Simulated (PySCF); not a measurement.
**`C(=C)C[P@](=O)(O)C1CC1`, C₆H₁₁O₂P**

Cartesian coordinates in Å; atom numbers follow the order of the lines, from 1:
```xyz
20

C     3.4714   -0.2355    0.3928
C     2.3016   -0.7974    0.6379
C     1.0596   -0.0386    0.9478
P    -0.0371   -0.1678   -0.5315
O    -0.2612   -1.5236   -1.0448
O     0.7059    0.7638   -1.6210
C    -1.5343    0.7738   -0.1138
C    -2.5856    0.0111    0.6350
C    -2.7948    0.3448   -0.8019
H     3.6068    0.8332    0.4395
H     4.3419   -0.8186    0.1461
H     2.1796   -1.8704    0.5753
H     1.2656    1.0123    1.1451
H     0.5239   -0.4771    1.7913
H     0.8964    0.2251   -2.3910
H    -1.3844    1.8204    0.1092
H    -3.1620    0.5331    1.3843
H    -2.3687   -1.0192    0.8778
H    -3.5180    1.1022   -1.0649
H    -2.7116   -0.4611   -1.5162
```

Theory: GIAO wB97X/6-31G magnetisability, rotational g tensor and spin-rotation constants, non-relativistic, gas phase in PySCF. Geometry: GFN2-xTB.

(1) Give the nuclear spin-rotation constants along the inertial axes (H = +C I·J) beside the isotropic shieldings.

Answers

(1) Rotational constants 2.9847, 0.8563, 0.8123 GHz. A star marks the isotopologue with that one atom substituted, in its own axes.
| atom | isotope | Caa (kHz) | Cbb (kHz) | Ccc (kHz) | mean (kHz) | σ (ppm) |
| --- | --- | --- | --- | --- | --- | --- |
| P4 | 31P | 4.907 | 1.329 | 0.989 | 2.408 | 362.2 |
| H10 | 1H | -0.312 | -0.104 | 0.068 | -0.116 | 27.4 |
| H11 | 1H | 0.071 | -0.091 | -0.049 | -0.023 | 27.4 |
| H12 | 1H | -0.310 | -0.099 | 0.071 | -0.113 | 26.8 |
| H13 | 1H | -0.345 | -0.109 | 0.024 | -0.143 | 30.8 |
| H14 | 1H | -0.317 | 0.003 | -0.091 | -0.135 | 30.9 |
| H15 | 1H | -0.466 | -0.025 | -0.080 | -0.190 | 32.2 |
| H16 | 1H | -0.340 | -0.111 | 0.001 | -0.150 | 32.4 |
| H17 | 1H | -0.267 | -0.044 | -0.079 | -0.130 | 32.5 |
| H18 | 1H | -0.304 | -0.089 | -0.026 | -0.140 | 32.5 |
| H19 | 1H | -0.123 | -0.094 | -0.069 | -0.095 | 32.4 |
| H20 | 1H | -0.317 | -0.059 | -0.040 | -0.139 | 31.9 |
| C1 | 13C* | 0.869 | 0.113 | 0.311 | 0.431 | 84.3 |
| C2 | 13C* | 0.924 | 0.104 | 0.327 | 0.452 | 78.6 |
| C3 | 13C* | 0.399 | 0.130 | 0.123 | 0.217 | 165.8 |
| O5 | 17O* | -0.351 | -0.019 | -0.163 | -0.178 | 259.0 |
| O6 | 17O* | -0.485 | -0.095 | -0.057 | -0.212 | 255.8 |
| C7 | 13C* | 0.354 | 0.089 | 0.079 | 0.174 | 191.5 |
| C8 | 13C* | 0.225 | 0.116 | 0.053 | 0.131 | 200.8 |
| C9 | 13C* | 0.300 | 0.096 | 0.047 | 0.148 | 202.0 |

For the geometry as given, no vibrational averaging.
